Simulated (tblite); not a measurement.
BaF₂, triplet, at the geometry of the source list (GFN-xTB shapes and energies of metal compounds can be far from the true ones) (a higher spin typed on purpose: for a closed-shell molecule this is an excited state); GFN1-xTB (tblite).

Here is a job for tblite.
```
$ tblite run mol.xyz --method gfn1 --charge 0 --spin 2 --json tblite.json --no-restart

# file mol.xyz
3

Ba    -0.00000000    -0.00000000    -0.00000000
F     -0.26440000     1.57390000    -1.38310000
F      0.26440000    -1.57390000     1.38310000
```

Question: Predict the main parts of the log of this tblite run.

Answer: 
```
xTB calculator
 | screened Coulomb repulsion
 | Coulomb electrostatics
 |  * isotropic Klopman-Ohno-Mataga-Nishimoto electrostatics
 |  * onsite third-order electrostatics
 | DFT-D3(BJ) dispersion correction

halogen bonding energy    0.0000000000000E+00 Eh
repulsion energy          8.6902809988526E-03 Eh
dispersion energy        -2.7643373538775E-04 Eh
number of electrons       1.6000000000000E+01 e
integral cutoff           4.0000000000000E+01 bohr

------------------------------------------------------------
  cycle        total energy    energy error   density error
------------------------------------------------------------
      1     -10.71062387953  -1.0719038E+01   4.8886714E-01
      2     -10.73138630312  -2.0762424E-02   2.8797385E-01
      3     -10.73745483752  -6.0685344E-03   9.9917711E-02
      4     -9.892045025518   8.4540981E-01   8.0340262E-01
      5     -10.01147331799  -1.1942829E-01   7.4395147E-01
      6     -10.74347979082  -7.3200647E-01   4.7664363E-02
      7     -10.74340595548   7.3835348E-05   2.0169250E-02
      8     -10.74350626017  -1.0030469E-04   1.4518130E-02
      9     -10.74355422239  -4.7962222E-05   1.1474020E-02
     10     -10.74356571313  -1.1490739E-05   1.0974785E-02
     11     -10.74363450354  -6.8790409E-05   3.2900783E-03
     12     -10.74363777709  -3.2735483E-06   1.4887727E-03
     13     -10.74363679476   9.8233220E-07   1.7228510E-03
     14     -10.74363671447   8.0283177E-08   1.7489058E-03
     15     -10.74363710425  -3.8977631E-07   1.5305857E-03
     16     -10.74363821892  -1.1146736E-06   3.4167538E-04
     17     -10.74363827606  -5.7141770E-08   3.7140033E-06
------------------------------------------------------------

electronic energy        -1.0752052123327E+01 Eh
total energy             -1.0743638276064E+01 Eh

Post processing:
 | Mayer-Wiberg bond orders

[Info] JSON dump of results written to 'tblite.json'
```
